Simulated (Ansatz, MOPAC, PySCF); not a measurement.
Noncovalent pair: CH4 (SMILES C) (first 5 atoms) with SO2 (SMILES O=S=O); geometry from B3LYP-D3(BJ)/def2-TZVP, rigid monomers moved along the line of their centres of mass till C1···S7 is 4.81 Å.
(charge 0, multiplicity 1):
```xyz
8

C     -0.02307     0.00423    -0.17710
H     -0.03908     0.12356    -1.25930
H      0.86418    -0.56112     0.10647
H      0.00303     0.98590     0.29381
H     -0.92089    -0.52784     0.13624
O     -1.15672     0.41218     4.70587
S      0.04606    -0.37198     4.62138
O      1.31683     0.30060     4.66018
```

Monomers are frozen at their geometry in the pair; levels with a basis set take the counterpoise correction.

Cores are frozen in the correlated methods. The state that PM7 reach isn't checked; PM7 holds dispersion and hydrogen-bond terms.

Codes used: Ansatz (a first-principles code); MOPAC for PM7 (differences of heats of formation); PySCF for the dispersion terms. 

**Question.** Predict the interaction energy from PM7.

**Answer.** -16 meV
